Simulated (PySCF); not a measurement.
C6H14AlO2 (SMILES CC(C)[O][Al+][O]C(C)C), charge +1, singlet, geometry from GFN2-xTB (such geometries of metal compounds can be far from the true shape). Base run: PBE/3-21G (PySCF).

Input for PySCF:
```python
from pyscf import gto, scf, dft

mol = gto.Mole()
mol.atom = '''
    Al    0.03802269    0.55687687    0.13647508
    O    -0.11812990    0.29306210    1.73920893
    C    -1.02107405   -0.48788119    2.52669907
    C    -0.86168865   -1.95091007    2.16960199
    C    -2.43139046    0.01880675    2.30475659
    H    -0.69928047   -0.30412560    3.55921822
    H    -1.08283585   -2.07012341    1.10157217
    H    -1.54682782   -2.57229217    2.73983995
    H     0.15630544   -2.28416372    2.35669519
    H    -2.51932207    1.05857236    2.61241351
    H    -2.65250310   -0.04771045    1.23016660
    H    -3.15828903   -0.57730232    2.85006801
    O     0.20934911    1.04292611   -1.41179525
    C     1.02897787    0.60363973   -2.49832986
    C     0.67212191   -0.82546728   -2.85001511
    C     2.48495359    0.76567404   -2.11250210
    H     0.76602410    1.28164678   -3.31965488
    H     0.84247241   -1.45021770   -1.96431019
    H     1.28948902   -1.19666849   -3.66350773
    H    -0.37381853   -0.90151325   -3.13741630
    H     2.71514149    1.80938106   -1.90955763
    H     2.66182224    0.18419763   -1.19671738
    H     3.14617235    0.39984245   -2.89355851
'''
mol.basis = '3-21g'
mol.charge = 1
mol.verbose = 4
mol.build()

mf = dft.RKS(mol)
mf.xc = 'pbe'
mf.kernel()
```

Each row names what was changed in the base input (with any setting that the change needs).

```
change                             ΔE vs base (mEh)  fitting functions
---------------------------------  ----------------  -----------------
base                                          0.000                  -
auxbasis = autoaux                          -12.650                809
auxbasis = def2-svp-ri                            ?                  ?
auxbasis = cc-pvdz-jkfit                          ?                  ?
auxbasis = even-tempered beta=1.6           -11.641                918
auxbasis = cc-pvtz-ri                        -4.577               1190
auxbasis = def2-universal-jfit               -1.116                597
auxbasis = cc-pvtz-jkfit                     -0.403               1173
auxbasis = cc-pvqz-jkfit                     -0.274               1710
auxbasis = def2-tzvp-ri                           ?                  ?
```

Task: What belongs in the gaps?

Result: 
- auxbasis = def2-svp-ri, ΔE vs base (mEh): -40.346
- auxbasis = def2-svp-ri, fitting functions: 642
- auxbasis = cc-pvdz-jkfit, ΔE vs base (mEh): -0.647
- auxbasis = cc-pvdz-jkfit, fitting functions: 994
- auxbasis = def2-tzvp-ri, ΔE vs base (mEh): -5.318
- auxbasis = def2-tzvp-ri, fitting functions: 931

A fitting set is made for a task (jfit for Coulomb, jkfit for Coulomb and exchange, ri for correlation) and for a family of orbital bases.
